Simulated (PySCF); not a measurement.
C4H4F2O2.
Cartesian coordinates in Å at the PBE0-D3(BJ)/def2-SVP level; atoms count from 1:
```xyz
12
C4H4F2O2 angstrom
O     -0.8962    1.5408   -1.7764
C     -0.8801    0.7008   -0.9418
O     -1.8676    0.3178   -0.1007
C     -1.0271   -0.6710    0.5411
C      0.1294   -0.3070   -0.3910
C      1.3673    0.2823    0.2353
F      1.0179    1.2039    1.1598
F      2.0648   -0.6881    0.8641
H     -1.4434   -1.6801    0.4239
H     -0.8753   -0.4302    1.6017
H      0.4158   -1.0766   -1.1221
H      2.0217    0.7673   -0.5090
```

Computed with PySCF at CAM-B3LYP/def2-SVPD, non-relativistic, on one gas-phase PBE0-D3(BJ)/def2-SVP geometry that isn't relaxed in the solvent. The solvent is an IEF-PCM continuum (Bondi radii, 1.10 Å for H, scaled by 1.2). Specific hydrogen bonds and non-electrostatic terms are outside this model.

Gas phase at CAM-B3LYP/def2-SVPD: HOMO -10.20 eV, LUMO 0.62 eV, dipole 3.32 D.

**Question.** What does the continuum do to the energy, the frontier levels and the dipole at CAM-B3LYP/def2-SVPD in benzene and chloroform?

**Answer.** 
```
   solvent      ε  E(solvent) − E(gas) (kcal/mol)  polarisation term (kcal/mol)  distortion of the solute (kcal/mol)  HOMO (eV)  LUMO (eV)  dipole (D)
   benzene  2.271                           -4.06                         -4.40                                 0.34     -10.21       0.74        3.76
chloroform  4.711                           -6.45                         -7.33                                 0.88     -10.22       0.78        4.04
```

The first energy column is the sum of the next two and covers electrostatics alone. From benzene to chloroform the lowering changes by a factor 1.59, Onsager's factor (ε − 1)/(2ε + 1) by 1.55 and ε itself by 2.1.

**Question.** Which radius a makes the point-dipole formula ΔE = −[(ε − 1)/(2ε + 1)]·μ²/a³ give the value in chloroform, with the gas-phase dipole?

**Answer.** μ = 1.307 au and |ΔE| = 0.01028 Eh give a = 2.06 Å; the farthest nucleus lies 2.52 Å from the centroid of the nuclei, so such a sphere wouldn't even hold the nuclei. The formula assumes a rigid point dipole at the centre of a sphere.

**Question.** Give the dipole vector in the frame of the coordinates (D, pointing from negative to positive charge), gas and chloroform.

**Answer.** Gas (1.07, -3.11, 0.46), solvent (1.32, -3.78, 0.55). Its length changes by +22 % and its direction by less than 1°.

**Question.** How does the static polarisability (CAM-B3LYP/def2-SVPD, frozen core, with the continuum's full static response) change?

**Answer.** 
| medium | isotropic (au) | principal values (au) | ⟨r²⟩ of the electrons (bohr²) |
| --- | --- | --- | --- |
| gas | 52.7 | 44.4, 53.4, 60.4 | 863.0 |
| benzene | 58.8 | 49.3, 59.1, 67.9 | 863.5 |
| chloroform | 62.7 | 52.7, 62.7, 72.8 | 863.8 |

The isotropic value in chloroform is 1.19 times the gas-phase one; no cavity-field correction is applied. ⟨r²⟩ is taken about the centre of nuclear charge.
